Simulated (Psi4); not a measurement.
Ni (SMILES [Ni]), triplet. Base run: Psi4 with BLYP/aug-cc-pVDZ.

Geometry (Å):
```xyz
1

Ni     0.0000     0.0000     0.0000
```
Charge 0, spin multiplicity 3.
Orbitals are unrestricted.
All else is at Psi4's defaults (density fitting).

Each row names what was changed in the base input (with any setting that the change needs).

```json
[
 {"change": "base", "E (Eh)": "-1508.40131", "<S^2>": "2.001", "core-seconds (rough)": "10", "outcome": "converged"},
 {"change": "functional = scan", "E (Eh)": "-1508.42461", "<S^2>": "2.012", "core-seconds (rough)": "10", "outcome": "converged"},
 {"change": "functional = hse06", "E (Eh)": "-1508.07752", "<S^2>": "2.000", "core-seconds (rough)": "10", "outcome": "converged"},
 {"change": "functional = pbe", "E (Eh)": "-1508.06536", "<S^2>": "2.001", "core-seconds (rough)": "10", "outcome": "converged"},
 {"change": "functional = m11", "E (Eh)": "-1508.13616", "<S^2>": "2.001", "core-seconds (rough)": "10", "outcome": "converged"},
 {"change": "functional = b3lyp", "E (Eh)": "-1508.35499", "<S^2>": "2.000", "core-seconds (rough)": "8", "outcome": "converged"},
 {"change": "functional = mn15", "E (Eh)": "-1508.51075", "<S^2>": "2.003", "core-seconds (rough)": "10", "outcome": "converged"},
 {"change": "functional = b3lyp5", "E (Eh)": "-1508.24438", "<S^2>": "2.000", "core-seconds (rough)": "9", "outcome": "converged"},
 {"change": "functional = m06-l", "E (Eh)": "-1508.25305", "<S^2>": "2.006", "core-seconds (rough)": "10", "outcome": "converged"},
 {"change": "functional = m06-2x", "E (Eh)": "-1508.25814", "<S^2>": "2.007", "core-seconds (rough)": "9", "outcome": "converged"},
 {"change": "functional = tpss", "E (Eh)": "-1508.34262", "<S^2>": "2.002", "core-seconds (rough)": "10", "outcome": "converged"},
 {"change": "functional = tpssh", "E (Eh)": "-", "<S^2>": "-", "core-seconds (rough)": "-", "outcome": "not converged"},
 {"change": "functional = wb97x-v", "E (Eh)": "-", "<S^2>": "-", "core-seconds (rough)": "-", "outcome": "not converged"}
]
```

Totals shift with the method and basis; they matter in differences.

Open shells are given as the SCF converged; they aren't shown to be the lowest states, and a large step between rows can be another state.
